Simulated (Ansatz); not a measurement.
The same ligand exchange along the group O, S, Se.

Program: Ansatz. Geometries: PBE0-D4/def2-TZVP. ΔE: electronic, gas phase. CBS: MP2 limit from def2 TZ/QZ plus the TZ coupled-cluster correction, frozen cores. This one scheme is used for every species. DFT in def2-TZVPP. B3LYP here is the variant with VWN-RPA as its local correlation; programs differ in this. For Se outer-core shells are correlated without core-valence functions, which leaves a few kJ/mol of doubt a bond. Scalar relativity is left out up to krypton. One conformer a species, not always the lowest.

```csv
reaction,CCSD(T)/CBS(def2) (kcal/mol)
`[OH][Al]([F])[F]` + HCl → `[OH][Al]([F])[Cl]` + H–F,4.6
`[F][Al]([F])[SH]` + HCl → `[F][Al]([SH])[Cl]` + H–F,4.5
`[F][Al]([F])[SeH]` + HCl → `[F][Al]([Cl])[SeH]` + H–F,?
```

Question: Fill in the missing values. (Best estimate.)

Answer: Ansatz gave: `[F][Al]([F])[SeH]` + HCl → `[F][Al]([Cl])[SeH]` + H–F: +4.6 kcal/mol.

Largest T1 diagnostic: 0.013, for `[OH][Al]([F])[F]`.
